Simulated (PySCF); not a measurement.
Start geometry of `FC(F)=[C](F)[GeH3]` from a GFN2-xTB structure with every atom displaced at random (by about 0.01 Å) (Å):
```
atom  x, y, z in Å
F1    -0.5692    1.2062   -1.4150
C2    -1.1797    0.9036   -0.2627
F3    -2.3387    1.5475   -0.1192
C4    -0.5324    0.0457    0.5261
F5    -1.1115   -0.3232    1.6948
Ge6    1.1444   -0.7169   -0.0243
H7     1.5782   -1.6475    1.0646
H8     2.1296    0.4008   -0.2087
H9     0.9372   -1.4334   -1.2893
```

Problem. What comes out of this run: PySCF, PBE0-D3(BJ)/def2-SVP geometry optimisation, gas phase?

Solution. 
```
atom  x, y, z in Å
F1    -0.9594    1.2275   -1.4209
C2    -1.2821    0.8477   -0.2054
F3    -2.4338    1.3368    0.1670
C4    -0.4931    0.0568    0.5234
F5    -0.9003   -0.2728    1.7581
Ge6    1.2113   -0.6624   -0.1030
H7     1.6749   -1.6597    0.9652
H8     2.2357    0.4720   -0.2639
H9     1.0043   -1.3629   -1.4543
```

The energy falls by 18.0 kJ/mol over 11 energy and gradient evaluations, the largest force component goes from 0.0286 to 4.2e-04 Eh/bohr, and the atoms move by 0.135 Å rms after alignment. The bond that changes most is Ge6–H9 (ends: germanium bonded to C and 3 H; Ge–H hydrogen), which lengthens by 0.068 Å. Bonds longer at the end by more than 0.005 Å: 4 of 8; shorter: 3. Among the angles that change most is F1–C2–C4, from 115.7° to 122.1°. Rotational constants go from 3976, 1397, 1047 to 4061, 1334, 1017 MHz. The orientation of the end geometry is arbitrary; only internal coordinates are fixed.

The run used 117 basis functions and 72 SCF cycles in all. Hardware: one thread of an Arm Neoverse V1, shared host. Cost: 68 s of wall time, 0.51 GiB resident at most.

PBE0-D3(BJ)/def2-SVP frequencies: not computed here.
